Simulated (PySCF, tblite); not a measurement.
Compound: C5H10O3S.
Structure used (GFN2-xTB), in Å, numbered top down from 1:
```xyz
19
C5H10O3S angstrom
C      2.2499   -0.1617   -0.3085
C      1.2548   -0.4986    0.7981
C     -0.0539   -1.1022    0.2539
C     -0.8751    0.0535   -0.2822
C     -2.3665   -0.0600   -0.0742
S     -0.2382    1.4791    0.6916
O      0.3851    2.4123   -0.1967
O     -1.1821    1.9922    1.6284
O      0.8878    0.6608    1.5230
H      1.8401    0.6149   -0.9482
H      2.4778   -1.0468   -0.8971
H      3.1693    0.2160    0.1306
H      1.7142   -1.1739    1.5287
H      0.1556   -1.8542   -0.5061
H     -0.5916   -1.5756    1.0778
H     -0.6241    0.2962   -1.3128
H     -2.8677    0.8159   -0.4783
H     -2.5858   -0.1086    0.9897
H     -2.7594   -0.9499   -0.5642
```

Theory: PBE0/pcSseg-1 in PySCF (dipole) on a GFN2-xTB geometry, gas phase.

Masses are those of the commonest isotopes; rigid-rotor values at the optimised geometry. The values belong to one conformer with, in the numbering `[CH3:1][C@@H:2]1[CH2:3][C@@H:4]([CH3:5])[S:6](=[O:7])(=[O:8])[O:9]1`, C1–C2–C3–C4 -78°, C2–C3–C4–C5 -144°, C3–C4–S6–O7 116°, C4–S6–O9–C2 24°.

(1) What are A, B and C (cm⁻¹)?

(2) What kind of rotor is it?

(3) What does the inertial defect say?

(4) Give the other two planar moments, Paa and Pbb, and the rms extents of the mass along the axes.

(5) List the rotational levels J(Ka,Kc) to J = 5 (MHz).

(6) Which lines would a microwave search look for?

(7) Estimate the classical rotational partition function at 25 K, 50 K and 100 K.

## Answers

(1) Ia = 251.83, Ib = 331.18, Ic = 442.62 u·Å²; 505379 MHz·u·Å²/I gives 2007, 1526 and 1142 MHz, that is A = 0.06694, B = 0.05090, C = 0.03809 cm⁻¹.

(2) An asymmetric top: κ = (2 × 1526 − 2007 − 1142)/(2007 − 1142) = -0.11.

(3) Not planar: Δ = Ic − Ia − Ib = -140.39 u·Å². For a rigid frame Δ = −2 Σ m c², so Σ m c² = 70.19 u·Å² lies off the ab plane: 10.88 from hydrogen and 59.31 from heavier atoms. The atom farthest from that plane is 1.62 Å away.

(4) Paa = Σ m a² = (Ib + Ic − Ia)/2 = 260.99 and Pbb = Σ m b² = (Ia + Ic − Ib)/2 = 181.63 u·Å². With the mass M = 150.04 u, the rms extents √(P/M) along a, b and c are 1.32, 1.10, 0.68 Å.

(5) Above 0(0,0):
J = 1: 1(0,1) 2668, 1(1,1) 3149, 1(1,0) 3533
J = 2: 2(0,2) 7848, 2(1,2) 8100, 2(1,1) 9253, 2(2,1) 10695, 2(2,0) 10851
J = 3: 3(0,3) 15346, 3(1,3) 15443, 3(1,2) 17705, 3(2,2) 18698, 3(2,1) 19359, 3(3,1) 22147, 3(3,0) 22190
J = 4: 4(0,4) 25093, 4(1,4) 25124, 4(1,3) 28696, 4(2,3) 29243, 4(2,2) 30818, 4(3,2) 33040, 4(3,1) 33310, 4(4,1) 37571, 4(4,0) 37581
J = 5: 5(0,5) 37101, 5(1,5) 37110, 5(1,4) 42004, 5(2,4) 42242, 5(2,3) 45074, 5(3,3) 46615, 5(3,2) 47481, 5(4,2) 51250, 5(4,1) 51333, 5(5,1) 56997, 5(5,0) 56999

(6) The dipole components are |μa| = 2.99 D, |μb| = 4.88 D, |μc| = 0.50 D. The squared components, which scale the intensities, stand as 0.37 : 1.00 : 0.01 (a : b : c). Some lines, for components of 0.1 D or more:

```
type  branch         J(Ka,Kc)    MHz  lower level (cm⁻¹)
   c       Q  1(1,1) ← 1(0,1)    481               0.089
   b       Q  1(1,0) ← 1(0,1)    865               0.089
   c       Q  3(2,2) ← 3(1,2)    993               0.591
   b       Q  2(1,1) ← 2(0,2)   1405               0.262
   c       Q  2(2,1) ← 2(1,1)   1443               0.309
   b       Q  2(2,0) ← 2(1,1)   1598               0.309
   b       Q  3(2,1) ← 3(1,2)   1654               0.591
   a       Q  3(1,2) ← 3(1,3)   2262               0.515
   b       Q  3(2,2) ← 3(1,3)   3255               0.515
   b       Q  3(3,1) ← 3(2,2)   3448               0.624
   c       R  1(1,0) ← 0(0,0)   3533               0.000
   a       R  2(1,2) ← 1(1,1)   4951               0.105
   b       R  2(1,2) ← 1(0,1)   5432               0.089
   c       R  2(1,1) ← 1(0,1)   6585               0.089
   a       R  3(1,3) ← 2(1,2)   7343               0.270
   c       R  2(2,1) ← 1(1,1)   7547               0.105
   a       R  3(1,2) ← 2(1,1)   8453               0.309
   a       R  3(2,1) ← 2(2,0)   8508               0.362
   b       R  3(2,2) ← 2(1,1)   9446               0.309
   c       R  3(1,2) ← 2(0,2)   9857               0.262
   c       R  3(2,1) ← 2(1,1)  10106               0.309
   c       R  3(3,1) ← 2(2,1)  11452               0.357
   b       R  3(3,0) ← 2(2,1)  11495               0.357
```

(7) Point group C1, symmetry number σ = 1; q = (√π/σ)·√((kT/h)³/(ABC)), k/h = 20836.6 MHz/K: 11300 at 25 K, 31900 at 50 K, 90200 at 100 K.

Its GFN2-xTB frequencies are all real (lowest 62 cm⁻¹). Constants of a rigid frame at the computed geometry: no zero-point averaging, no centrifugal distortion. A rigid rotor knows nothing of internal rotation, which can split or shift real lines.
